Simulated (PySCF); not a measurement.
(Z)-1-chloro-1,2-difluoroprop-1-ene (C3H3ClF2), SMILES C(/F)(C)=C(\F)Cl.

Geometry: B3LYP-D3(BJ)/def2-SVP.

Two levels are set side by side: PBE/def2-TZVP (PySCF) and B3LYP/def2-TZVP (PySCF). Same geometry, gas phase. Differences are taken from unrounded values.

```json
[
 {"quantity": "orbital gap (eV)", "B3LYP": "6.82", "PBE": "5.03", "PBE minus B3LYP": "-1.79"},
 {"quantity": "highest occupied level (eV)", "B3LYP": "-6.88", "PBE": "-5.79", "PBE minus B3LYP": "1.09"},
 {"quantity": "lowest empty level (eV)", "B3LYP": "-0.06", "PBE": "-0.76", "PBE minus B3LYP": "-0.70"},
 {"quantity": "dipole moment (D)", "B3LYP": "1.69", "PBE": "1.65", "PBE minus B3LYP": "-0.05"},
 {"quantity": "mean polarisability (bohr³)", "B3LYP": "51.0", "PBE": "52.3", "PBE minus B3LYP": "1.4"}
]
```

Without exact exchange PBE keeps part of each electron's self-repulsion, which lifts occupied levels and narrows the gap. Differences between two approximate levels are no errors against the true value.

Rough cost on one machine, each run with all the roots and properties that it gave: B3LYP against PBE within a factor of 2.
